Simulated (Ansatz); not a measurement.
A CCSD(T) single point on C₈H₁₈S₂ (`CCCCSSCCCC`).

```yaml
crystal:
  periodic: [false, false, false]
  atoms:
    - {symbol: C, position_ang: [-1.000342, 2.160156, 0.402230]}
    - {symbol: C, position_ang: [0.060491, 2.975810, -0.317655]}
    - {symbol: C, position_ang: [1.256023, 2.194635, -0.849876]}
    - {symbol: C, position_ang: [2.196563, 1.618316, 0.196155]}
    - {symbol: S, position_ang: [1.733176, 0.036595, 0.965802]}
    - {symbol: S, position_ang: [1.914554, -1.289909, -0.559300]}
    - {symbol: C, position_ang: [0.224797, -1.530956, -1.197445]}
    - {symbol: C, position_ang: [-0.439340, -2.800576, -0.690024]}
    - {symbol: C, position_ang: [-0.713322, -2.835278, 0.806115]}
    - {symbol: C, position_ang: [-1.707378, -1.787864, 1.278447]}
    - {symbol: H, position_ang: [-0.609083, 1.673120, 1.296679]}
    - {symbol: H, position_ang: [-1.836595, 2.795232, 0.704553]}
    - {symbol: H, position_ang: [-1.401135, 1.375640, -0.246251]}
    - {symbol: H, position_ang: [0.427609, 3.765200, 0.349406]}
    - {symbol: H, position_ang: [-0.406075, 3.494500, -1.161830]}
    - {symbol: H, position_ang: [0.928193, 1.391726, -1.519456]}
    - {symbol: H, position_ang: [1.849432, 2.872148, -1.474271]}
    - {symbol: H, position_ang: [3.194300, 1.474564, -0.221668]}
    - {symbol: H, position_ang: [2.300515, 2.299147, 1.049484]}
    - {symbol: H, position_ang: [-0.348700, -0.637479, -0.950309]}
    - {symbol: H, position_ang: [0.327665, -1.564987, -2.285881]}
    - {symbol: H, position_ang: [0.188409, -3.654794, -0.963845]}
    - {symbol: H, position_ang: [-1.383707, -2.924887, -1.236005]}
    - {symbol: H, position_ang: [-1.086173, -3.832100, 1.062053]}
    - {symbol: H, position_ang: [0.232675, -2.718526, 1.345355]}
    - {symbol: H, position_ang: [-1.925438, -1.907163, 2.342058]}
    - {symbol: H, position_ang: [-2.654185, -1.866766, 0.735348]}
    - {symbol: H, position_ang: [-1.322968, -0.775514, 1.140123]}
basis:
  gaussian: {orbitals: def2-TZVPP}
correlation: {method: ccsd_t}
```

```sh
$ ansatz run in.yaml --threads 4 --pin off --events-out ev --progress --plain --max-ram 66560MiB --backend cuda --devices 0, --max-vram 37GiB
```

The program prints (abridged):

```
Functional definition: HF
3369 factors; integrals over basis functions are off by at most 1.0e-3 eV
mean field evaluation 1: about -30158.6301 eV, gradient 5.2e1 eV
mean field evaluation 2: about -30159.2257 eV, gradient 5.3e1 eV
mean field evaluation 4: about -30167.1310 eV, gradient 6.5e0 eV
mean field evaluation 8: about -30167.2843 eV, gradient 3.6e-1 eV
mean field -30167.28495515 eV, -1108.6272739815 hartree, gradient 9.6e-6 eV, S^2 0.000000; 0 other end points of the search recorded, 0 dependent functions left out
18 core orbitals not correlated: weight in the atoms' cores, before any rotation towards them, 1.000 or more for the frozen orbitals, at most 0.000 for the correlated occupied ones
reference -30167.28495515 eV, -1108.6272739815 hartree; 31, 31 occupied and 535, 535 virtual orbitals, 3369 factors
second order -48.06025104 eV of doubles, -0.00000000 eV of singles
cycle   1  -49.67501353 eV  change    -1.6e0 eV  update   1.4e-1
cycle   2  -50.86851676 eV  change    -1.2e0 eV  update   4.0e-2
cycle   3  -51.07193584 eV  change   -2.0e-1 eV  update   1.8e-2
cycle   4  -51.06258121 eV  change    9.4e-3 eV  update   4.2e-3
cycle   5  -51.06212109 eV  change    4.6e-4 eV  update   2.2e-3
cycle   6  -51.06253807 eV  change   -4.2e-4 eV  update   7.4e-4
cycle   7  -51.06217564 eV  change    3.6e-4 eV  update   3.3e-4
cycle   8  -51.06215839 eV  change    1.7e-5 eV  update   9.7e-5
cycle   9  -51.06217933 eV  change   -2.1e-5 eV  update   3.0e-5
perturbative correction -2.22366572 eV, -0.0817182080 hartree
Total energy: -30220.57080020 eV, -1110.5854926688 hartree
```

It took 9.8 min on 4 threads of an AMD EPYC 7R13 on a shared host and a share of an NVIDIA H100 80 GB, with 3.3 GiB of host memory at the peak.

The correlation energy is -53.286 eV, 4.2 % of it from (T); the T1 diagnostic reads 0.0104.
